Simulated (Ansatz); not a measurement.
`BCC(C)C`, relaxed with RKS PBE0-D4/def2-TZVP in Ansatz 0.2.0 from a PBE-D4/def2-SVP geometry. The force threshold is 0.005 eV/Å; the program also tests the step.

Total charge 0; spin multiplicity 1.

Start:

```xyz
16

B    -1.117    1.926    0.489
C    -0.837    0.401    0.603
C     0.486   -0.169    0.062
C     0.723   -1.611    0.530
C     0.524   -0.070   -1.469
H    -2.239    2.364    0.681
H    -0.211    2.722    0.293
H    -0.868    0.304    1.726
H    -1.707   -0.218    0.283
H     1.310    0.464    0.462
H     1.688   -2.009    0.153
H    -0.080   -2.284    0.161
H     0.737   -1.685    1.637
H    -0.293   -0.670   -1.925
H     1.484   -0.446   -1.879
H     0.400    0.980   -1.808
```

(1) How much energy does the relaxation release, and in how many steps? (Best estimate.)

(2) Which bonds change most? (An estimate is asked.)

(3) Give the relaxed structure. (Estimate.)

Results:

(1) Ansatz gave: 0.06 eV, in 9 steps.

(2) Ansatz gave: B1–H7 from 1.221 to 1.200 Å; B1–H6 from 1.220 to 1.199 Å; C2–H8 from 1.128 to 1.109 Å; C4–H12 from 1.111 to 1.095 Å.

(3) Computed: 
```xyz
16

B    -1.102    1.910    0.475
C    -0.829    0.393    0.615
C     0.484   -0.164    0.073
C     0.718   -1.598    0.524
C     0.517   -0.061   -1.445
H    -2.197    2.349    0.687
H    -0.220    2.683    0.221
H    -0.870    0.262    1.715
H    -1.682   -0.206    0.265
H     1.298    0.457    0.469
H     1.667   -1.987    0.147
H    -0.079   -2.253    0.156
H     0.732   -1.676    1.615
H    -0.289   -0.655   -1.889
H     1.462   -0.429   -1.851
H     0.390    0.974   -1.776
```
